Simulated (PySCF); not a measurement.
## BeAs⁺: energy against distance

Set-up: Be def2-TZVP, As def2-TZVP; no relativity (PySCF 2.14). Energies in eV from Be⁺ + As in their ground configurations at the same level. State: ³Σ⁻ (triplet), unpaired electrons π ↑↑.

All columns are PBE0. A positive dipole points towards As; it is taken about the centre of mass and depends on that origin.

| R (Å) | E (eV) | μ (D) | Mulliken charge on Be (basis-dependent) | HOMO (eV) | LUMO (eV) | Mayer bond order | ⟨S²⟩ |
| --- | --- | --- | --- | --- | --- | --- | --- |
| 1.832 | -1.997 | -6.56 | 0.43 | -13.78 | -9.99 | 1.80 | 2.00 |
| 1.917 | -2.354 | -6.79 | 0.48 | -13.54 | -9.79 | 1.73 | 2.00 |
| 2.002 | -2.549 | -7.00 | 0.53 | -13.34 | -9.61 | 1.65 | 2.00 |
| 2.066 | -2.616 | -7.14 | 0.56 | -13.21 | -9.60 | 1.59 | 2.01 |
| 2.130 | -2.634 | -7.25 | 0.59 | -13.10 | -9.61 | 1.53 | 2.01 |
| 2.194 | -2.615 | -7.35 | 0.61 | -13.01 | -9.61 | 1.46 | 2.01 |
| 2.279 | -2.548 | -7.44 | 0.63 | -12.91 | -9.69 | 1.37 | 2.03 |
| 2.386 | -2.424 | -7.50 | 0.65 | -12.83 | -9.76 | 1.25 | 2.06 |
| 2.513 | -2.245 | -7.52 | 0.66 | -12.78 | -9.77 | 1.11 | 2.12 |
| 2.684 | -1.994 | -7.55 | 0.67 | -12.73 | -9.70 | 0.95 | 2.20 |

A fit through these points gives, at Re = 2.125 Å, μ = -7.25 D and dμ/dR = -1.72 D/Å; the reduced mass is 8.045 u.

Task: How strong is the fundamental in the double-harmonic approximation, I = 42.26·(dμ/dR)²/μred km/mol?

Result: I = 42.26·(-1.72)²/8.045 = 15.5 km/mol at PBE0.

⟨S²⟩ of the unrestricted solution departs from its pure value on part of the curve, where spin states mix. Spin–orbit coupling is left out. For an ion De counts to the pair picked by the measured ionisation energies or electron affinities, which need not be the lowest pair at this level. The state is the lowest determinant that a PBE0 search found; another state may lie lower at other levels.
